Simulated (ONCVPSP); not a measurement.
Building the ONCV potential for O (Z = 8) (PBE, scalar-relativistic).

ONCVPSP 4.0.1 was run on this input:

```
# ATOM AND REFERENCE CONFIGURATION
# atsym  z   nc   nv     iexc    psfile
  O 8.00    1    2        4      upf
#
#   n    l    f
    1    0    2.00
    2    0    1.75
    2    1    4.25
#
# PSEUDOPOTENTIAL AND OPTIMIZATION
# lmax
    1
#
#   l,   rc,      ep,       ncon, nbas, qcut
    0    0.70    0.00    4    7    8.60
    1    1.45    0.00    3    6   11.60
#
# LOCAL POTENTIAL
# lloc, lpopt,  rc(5),   dvloc0
    4    5    0.65    0.00
#
# VANDERBILT-KLEINMAN-BYLANDER PROJECTORs
# l, nproj, debl
    0    1    1.00
    1    3    3.80
#
# MODEL CORE CHARGE
# icmod, fcfact, rcfact
    0    0.00    0.00
#
# LOG DERIVATIVE ANALYSIS
# epsh1, epsh2, depsh
   -2.00    5.00    0.02
#
# OUTPUT GRID
# rlmax, drl
    6.00    0.01
#
# TEST CONFIGURATIONS
# ncnf
    4
# nvcnf
#   n    l    f
    2
    2    0    2.00
    2    1    4.00
#
    2
    2    0    2.00
    2    1    3.00
#
    2
    2    0    2.00
    2    1    2.00
#
    2
    2    0    1.00
    2    1    5.00
#
```

Command:

```bash
oncvpsp.x < O.dat > O.out
```

Output (shortened: citation, most of the input echo, consistency checks and plot data are left out):

```
ONCVPSP  (Optimized Norm-Conservinng Vanderbilt PSeudopotential)
scalar-relativistic version 4.0.1

#   n    l    f        energy (Ha)
    1    0    2.00    -1.8921554E+01
    2    0    1.75    -8.8490067E-01
    2    1    4.25    -3.3583998E-01

Reference configufation results
  iterations    20
  all-electron total energy (Ha)   -7.48646059D+01

Begin loop to  construct optimized pseudo wave functions
and semi-local pseudopoentials for all angular momenta

Calculating optimized projector #   1

 for l=   0

    Fraction of norm inside rc  0.186514
    Optimizing pswf for qcut=   8.61 a_B^-1,  ecut=  37.08 Ha
    Residual kinetic energy error=  2.04D-03 Ha

    Energy error per electron        Cutoff
         Ha          eV             Ha
         0.01000     0.27211       28.42
         0.00100     0.02721       42.10
         0.00010     0.00272      128.18
         0.00001     0.00027      186.50

   Wellstate for l =  1  n =  5
     eigenvalue =   3.4642
     asymptotic potential =   3.9642
     half-point radius =  3.5915

   Wellstate for l =  1  n =  6
     eigenvalue =   7.2642
     asymptotic potential =   7.7642
     half-point radius =  3.0770

Calculating optimized projector #   1

 for l=   1

    Fraction of norm inside rc  0.686970
    Optimizing pswf for qcut=  11.59 a_B^-1,  ecut=  67.14 Ha
    Residual kinetic energy error=  2.07D-08 Ha

    Energy error per electron        Cutoff
         Ha          eV             Ha
         0.01000     0.27211       25.83
         0.00100     0.02721       34.08
         0.00010     0.00272       41.12
         0.00001     0.00027       46.31

Calculating optimized projector #   2

 for l=   1

    Fraction of norm inside rc  0.096533
    Optimizing pswf for qcut=  11.59 a_B^-1,  ecut=  67.14 Ha
    Residual kinetic energy error=  2.99D-08 Ha

    Energy error per electron        Cutoff
         Ha          eV             Ha
         0.01000     0.27211       28.68
         0.00100     0.02721       38.70
         0.00010     0.00272       47.06
         0.00001     0.00027       53.93

Calculating optimized projector #   3

 for l=   1

    Fraction of norm inside rc  0.091330
    Optimizing pswf for qcut=  11.59 a_B^-1,  ecut=  67.14 Ha
    Residual kinetic energy error=  5.08D-07 Ha

    Energy error per electron        Cutoff
         Ha          eV             Ha
         0.01000     0.27211       35.29
         0.00100     0.02721       45.68
         0.00010     0.00272       54.01
         0.00001     0.00027       60.45

Construct Vanderbilt / Kleinmman-Bylander projectors

B matrix Hermiticity error, ll=   1
   1   2    1.1223E-04
   1   3   -4.7315E-05
   2   3    1.4150E-04

  Orthonormal projector coefficients -3.8478E+00 -1.7061E+00 -7.0945E-01

Pseudoatom total energy  -15.557753

Diagnostic tests using Vanderbilt-Kleinman-Bylander pseudopotentials
  1 or more projectors used as specified by nproj input data

   l    rcore       rmatch      e in        delta e   norm test  slope test

   0   0.7004018   0.7216675  -0.8849007  -0.0000103   1.0000054   0.9999805

   1   1.4531180   1.4972378  -0.3358400  -0.0000105   1.0000265   1.0000196
   1   1.4531180   1.4972378   3.4641600   0.0000401   1.0001273   1.0001273
   1   1.4531180   1.4972378   7.2641600  -0.0001577   1.0005130   1.0005130

 Testing for bound ghosts
   n   l    E NL Schr. Eq   E Basis Diag.   E Cutoff

   1   0       -0.884911       -0.702310    253.21

   2   1       -0.335851       -0.331245    105.09

 Testing for highly-localized positive-energy ghosts
       l    <radius>/rc     E Basis Diag.   E Cutoff

Test configuration 0

   n   l     f        eae           eps        diff
   1   0  2.0000  -18.92155380
   2   0  1.7500   -0.88490067   -0.88491100   -1.03D-05
   2   1  4.2500   -0.33583998   -0.33585051   -1.05D-05

    Total energies and differences
      AE_ref= -7.48646059D+01  AE_tst= -7.48646059D+01  dif=  0.00D+00
      PS_ref= -1.55577527D+01  PS_tst= -1.55577527D+01  dif=  6.04D-14
      PSP excitation error= -6.04D-14

Test configuration 1

   n   l     f        eae           eps        diff
   1   0  2.0000  -18.91476935
   2   0  2.0000   -0.88057190   -0.88051107    6.08D-05
   2   1  4.0000   -0.33186936   -0.33166752    2.02D-04

    Total energies and differences
      AE_ref= -7.48646059D+01  AE_tst= -7.50018258D+01  dif= -1.37D-01
      PS_ref= -1.55577527D+01  PS_tst= -1.56949908D+01  dif= -1.37D-01
      PSP excitation error=  1.83D-05

Test configuration 2

   n   l     f        eae           eps        diff
   1   0  2.0000  -19.60819054
   2   0  2.0000   -1.45761465   -1.45720010    4.15D-04
   2   1  3.0000   -0.89851879   -0.89612461    2.39D-03

    Total energies and differences
      AE_ref= -7.48646059D+01  AE_tst= -7.43980121D+01  dif=  4.67D-01
      PS_ref= -1.55577527D+01  PS_tst= -1.50921646D+01  dif=  4.66D-01
      PSP excitation error=  1.01D-03

Test configuration 3

   n   l     f        eae           eps        diff
   1   0  2.0000  -20.49678569
   2   0  2.0000   -2.14418580   -2.14101369    3.17D-03
   2   1  2.0000   -1.58911092   -1.57909872    1.00D-02

    Total energies and differences
      AE_ref= -7.48646059D+01  AE_tst= -7.31637494D+01  dif=  1.70D+00
      PS_ref= -1.55577527D+01  PS_tst= -1.38634190D+01  dif=  1.69D+00
      PSP excitation error=  6.52D-03

Test configuration 4

   n   l     f        eae           eps        diff
   1   0  2.0000  -18.94122740
   2   0  1.0000   -0.89742521   -0.89753936   -1.14D-04
   2   1  5.0000   -0.34733384   -0.34787699   -5.43D-04

    Total energies and differences
      AE_ref= -7.48646059D+01  AE_tst= -7.44524220D+01  dif=  4.12D-01
      PS_ref= -1.55577527D+01  PS_tst= -1.51457267D+01  dif=  4.12D-01
      PSP excitation error=  1.58D-04
```

The run took about 2.7 s on one core of a shared server CPU.
